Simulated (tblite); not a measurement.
Species: C₆H₁₄N (doublet state).
Numbering: `[CH3:1][CH2:2][C:3]([CH3:4])([CH3:5])[CH:6][NH2:7]` (hydrogens: H8, H9, H10 on C1; H11, H12 on C2; H13, H14, H15 on C4; H16, H17, H18 on C5; H19 on C6; H20, H21 on N7)

Computed geometry: GFN2-xTB, gas phase. This method treats the open shell by occupation alone, without spin polarisation.

Problem. Give the optimised bond lengths and angles.

Solution. 
| bond | length (Å) | order |
| --- | --- | --- |
| C1–C2 | 1.524 | single |
| C2–C3 | 1.542 | single |
| C3–C4 | 1.534 | single |
| C3–C5 | 1.546 | single |
| C3–C6 | 1.495 | single |
| C6–N7 | 1.399 | single |
| C1–H8, C1–H9, C1–H10 | 1.087 | single |
| C2–H11, C2–H12 | 1.092 | single |
| C4–H13 and 5 like bonds | 1.088 | single |
| C6–H19 | 1.079 | single |
| N7–H20, N7–H21 | 1.011 | single |

Bonds in one row agree within 0.01 Å and their mean is given. Orders are formal, as drawn. A selection of angles:
| angle | degrees |
| --- | --- |
| C2–C1–H8 | 111.3 |
| C2–C1–H9 | 110.3 |
| H8–C1–H9 | 108.1 |
| H8–C1–H10 | 108.6 |
| C1–C2–C3 | 113.6 |
| C1–C2–H11 | 108.7 |
| C3–C2–H11 | 108.2 |
| C3–C2–H12 | 109.1 |
| H11–C2–H12 | 107.6 |
| C2–C3–C4 | 110.4 |
| C2–C3–C5 | 108.0 |
| C2–C3–C6 | 108.5 |
| C4–C3–C5 | 108.0 |
| C4–C3–C6 | 111.7 |
| C5–C3–C6 | 110.2 |
| C3–C4–H13 | 111.2 |
| C3–C4–H15 | 109.9 |
| H13–C4–H14 | 108.9 |
| H13–C4–H15 | 108.4 |
| C3–C6–N7 | 120.4 |
| C3–C6–H19 | 117.7 |
| N7–C6–H19 | 114.1 |
| C6–N7–H20 | 113.7 |
| H20–N7–H21 | 112.0 |

Torsions: C1–C2–C3–C4 62° (synclinal); C2–C3–C6–N7 165° (antiperiplanar). The mirror-image conformer, all signs reversed, is as good.

Of the pairs four or more bonds apart, C4···H20 is among the closest relative to their van der Waals radii: 2.55 Å, 88 % of the sum of Bondi's values. C6 (carbon bonded to C, N and H) has angles 120.4°, 117.7° and 114.1°, sum 352.2°, 0.21 Å off the plane of its three neighbours. The 5 C–C bonds span 1.495 Å (C3–C6, drawn single) to 1.546 Å (C3–C5, drawn single), a spread of 0.051 Å. N7 (nitrogen bonded to C and 2 H) is pyramidal (angles 113.7°, 113.5° and 112.0°, sum 339.2°, 0.30 Å off the plane of its three neighbours).

Point group: C1 (no symmetry element, even within 0.4 Å). Its GFN2-xTB frequencies are all real (lowest 60 cm⁻¹). Torsions: C1–C2–C3–C4 62°, C2–C3–C6–N7 165°, C3–C6–N7–H -41° and -170°. 3 starts were optimised and ended at 0.00, 0.00 and 0.13 kcal/mol (GFN2-xTB); the lowest of these is shown.

On one thread of an AMD EPYC 9R45, shared host with 96 logical CPUs at a one-minute load of 34, this took 0.35 s of wall time. This is the geometry optimisation.
